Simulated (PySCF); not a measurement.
Compound: C6H5F4O3S (charge -1).
SMILES with atom numbers: `[CH3:1]/[C:2](=[CH:3]/[C@H:4]([F:5])[C:6]([F:7])=[C:8]([F:9])[F:10])[S:11](=[O:12])(=[O:13])[O-:14]` (hydrogens: H15, H16, H17 on C1; H18 on C3; H19 on C4)
Bond orders are those of one Lewis drawing.

Computed by this run: PBE0-D3(BJ)/def2-SVP geometry optimisation, gas phase in PySCF; density fitting, grid level 1; the optimiser is geomeTRIC in internal coordinates, started from a GFN2-xTB structure with every atom displaced at random (about 0.01 Å).

Step 1: E = -34097.2740 eV
```
atom  x, y, z in Å  |  force x, y, z in eV/Å
C1     -1.7576   -1.2490   -1.4664   -0.677   0.859  -0.019
C2     -0.9677   -0.2416   -0.7199   -0.079   0.007   0.372
C3      0.2317    0.2043   -1.0781    0.822   0.516   0.308
C4      1.0587    1.1977   -0.2812   -1.006  -0.308   0.026
F5      1.9886    1.7924   -1.1217    0.108   0.057  -0.122
C6      1.7577    0.6216    0.9019    0.718   0.249  -0.248
F7      2.0172    1.4836    1.8909   -0.174  -0.060   0.071
C8      2.3838   -0.5523    0.9425   -0.060  -0.423   0.323
F9      2.2846   -1.4880    0.0216   -0.015   0.074  -0.082
F10     3.0883   -0.9993    1.9722   -0.138   0.250  -0.191
S11    -1.7097    0.3671    0.8422    0.027   0.258  -0.261
O12    -2.9547   -0.3942    1.0072   -0.237  -0.238  -0.091
O13    -1.9054    1.8129    0.5901    0.030   0.006   0.012
O14    -0.6781    0.0732    1.8554    0.169  -0.042   0.226
H15    -2.7682   -0.8274   -1.6418    0.142  -0.181   0.009
H16    -1.3114   -1.4995   -2.4277    0.251  -0.231  -0.278
H17    -1.9142   -2.1218   -0.8404   -0.043  -0.519   0.179
H18     0.7407   -0.1309   -1.9807   -0.024  -0.211  -0.284
H19     0.3646    1.9767    0.0945    0.185  -0.063   0.048
```

Step 2: E = -34097.3256 eV
```
atom  x, y, z in Å  |  force x, y, z in eV/Å
C1     -1.7611   -1.2330   -1.4598   -0.168   0.189   0.009
C2     -0.9926   -0.2407   -0.6565    0.052   0.111   0.079
C3      0.2289    0.1842   -0.9905    0.283   0.050  -0.157
C4      1.0773    1.1820   -0.2529   -0.557  -0.148   0.165
F5      1.9467    1.7743   -1.1628    0.071   0.122  -0.100
C6      1.8793    0.6315    0.8769    0.188   0.050  -0.053
F7      2.1441    1.4764    1.8786   -0.055   0.008  -0.020
C8      2.4861   -0.5527    0.9057   -0.107  -0.268   0.130
F9      2.3463   -1.4857   -0.0127    0.078   0.107   0.080
F10     3.2477   -0.9725    1.8985   -0.071   0.071  -0.152
S11    -1.8363    0.3865    0.8400    0.254   0.066  -0.049
O12    -3.0966   -0.3727    0.8776   -0.221  -0.081   0.012
O13    -1.9918    1.8341    0.5708    0.026  -0.021   0.002
O14    -0.9009    0.0801    1.9434    0.113   0.010  -0.045
H15    -2.7524   -0.8205   -1.7100    0.033  -0.007   0.024
H16    -1.2356   -1.5032   -2.3877    0.062  -0.072   0.003
H17    -1.9652   -2.1281   -0.8548    0.020  -0.069  -0.006
H18     0.7056   -0.1779   -1.9101   -0.015  -0.109   0.015
H19     0.4191    1.9633    0.1667    0.014  -0.009   0.064
```

Step 3: E = -34097.2339 eV
```
atom  x, y, z in Å  |  force x, y, z in eV/Å
C1     -1.8199   -1.2067   -1.4503    0.481  -0.623   0.063
C2     -0.9359   -0.2655   -0.6917   -0.230  -0.353  -0.687
C3      0.2930    0.1069   -1.0745   -0.775  -0.112   0.165
C4      0.9821    1.1250   -0.2469    1.134   0.073  -0.101
F5      1.8249    1.8591   -1.0850    0.168   0.263  -0.129
C6      1.8010    0.6044    0.8867   -0.209  -0.039   0.108
F7      1.8617    1.4030    1.9564    0.202  -0.049  -0.085
C8      2.4863   -0.5361    0.9279   -0.089   0.435  -0.103
F9      2.5259   -1.4222   -0.0426    0.036  -0.076  -0.004
F10     3.2202   -0.9005    1.9525    0.143  -0.253   0.194
S11    -1.6796    0.4224    0.8195   -0.088  -0.529  -0.044
O12    -2.9845   -0.2660    0.8832    0.035   0.220   0.196
O13    -1.7469    1.8750    0.5420   -0.280   0.165   0.156
O14    -0.7220    0.0623    1.8916   -0.241   0.063  -0.108
H15    -2.7918   -0.7532   -1.6721   -0.086   0.174  -0.009
H16    -1.3317   -1.5435   -2.3906   -0.150   0.126   0.224
H17    -2.0518   -2.1049   -0.8337    0.086   0.347  -0.180
H18     0.7714   -0.2481   -2.0057   -0.094   0.093   0.385
H19     0.2465    1.8142    0.1939   -0.042   0.076  -0.039
```

Step 4: E = -34097.3501 eV
```
atom  x, y, z in Å  |  force x, y, z in eV/Å
C1     -1.7825   -1.2321   -1.4543    0.021   0.019  -0.001
C2     -0.9647   -0.2483   -0.6869   -0.070  -0.088  -0.144
C3      0.2537    0.1664   -1.0456   -0.038   0.019   0.026
C4      1.0359    1.1661   -0.2534   -0.025  -0.099   0.006
F5      1.9158    1.8160   -1.1167    0.107   0.152  -0.094
C6      1.8181    0.6126    0.8894    0.173   0.102  -0.058
F7      2.0068    1.4466    1.9168   -0.005  -0.058  -0.022
C8      2.4648   -0.5505    0.9193   -0.160   0.000   0.080
F9      2.4002   -1.4680   -0.0211    0.044   0.028  -0.001
F10     3.2008   -0.9573    1.9324    0.038  -0.036   0.011
S11    -1.7480    0.4014    0.8285    0.074  -0.149  -0.098
O12    -3.0211   -0.3374    0.9082   -0.074   0.035   0.075
O13    -1.8847    1.8498    0.5543   -0.064   0.041   0.065
O14    -0.7778    0.0841    1.8999   -0.012   0.025  -0.018
H15    -2.7730   -0.8063   -1.6746   -0.009   0.032   0.008
H16    -1.2908   -1.5236   -2.3981    0.004  -0.034   0.075
H17    -1.9824   -2.1237   -0.8357    0.047   0.048  -0.069
H18     0.7380   -0.1824   -1.9690   -0.054  -0.052   0.127
H19     0.3397    1.9119    0.1669    0.006   0.015   0.033
```

Task: Estimate the geometry and energy of step 5. (The exact step hangs on the optimiser's Hessian estimate; all steps are aligned on step 4, rigid shifts and turns removed.)

Result: E = -34097.3592 eV, largest force 0.115 eV/Å
```
atom  x, y, z in Å  |  force x, y, z in eV/Å
C1     -1.7932   -1.2158   -1.4731    0.078  -0.081   0.021
C2     -0.9746   -0.2501   -0.6865   -0.054   0.025  -0.031
C3      0.2494    0.1597   -1.0336   -0.007  -0.002  -0.055
C4      1.0491    1.1687   -0.2696   -0.004  -0.054   0.084
F5      1.9214    1.8069   -1.1554    0.001   0.032  -0.033
C6      1.8435    0.6351    0.8758    0.058  -0.002  -0.066
F7      2.0371    1.4829    1.8898    0.002   0.005   0.002
C8      2.4592   -0.5430    0.9412   -0.021   0.035   0.009
F9      2.3990   -1.4744    0.0152   -0.015   0.022  -0.002
F10     3.1920   -0.9355    1.9618    0.001  -0.022   0.028
S11    -1.7552    0.3735    0.8406    0.005   0.031   0.077
O12    -3.0345   -0.3560    0.9239    0.021  -0.018  -0.021
O13    -1.8930    1.8288    0.6052   -0.009   0.010  -0.034
O14    -0.7781    0.0359    1.8994    0.007  -0.032  -0.045
H15    -2.7785   -0.7803   -1.6968   -0.004   0.032  -0.001
H16    -1.2900   -1.5049   -2.4112   -0.021   0.002   0.038
H17    -2.0004   -2.1161   -0.8709    0.009   0.043  -0.032
H18     0.7289   -0.2171   -1.9463   -0.011  -0.005   0.038
H19     0.3667    1.9274    0.1508   -0.036  -0.020   0.025
```

The energy changes by -0.0091 eV. The first-order estimate −F·Δx gives -0.0227 eV and the mean of the old and new forces, exact on a quadratic surface, -0.0116 eV. The step makes an angle of 74° with the force vector and moves no atom by more than 0.056 Å.

What follows is the cost of the whole optimisation. Hardware: 2 threads of an Intel Xeon Platinum 8259CL at 2.50 GHz, no GPU, shared host with 96 logical CPUs at a one-minute load of 44. Cost: 7.9 min wall, 18 min CPU, 1.4 GiB resident at most.
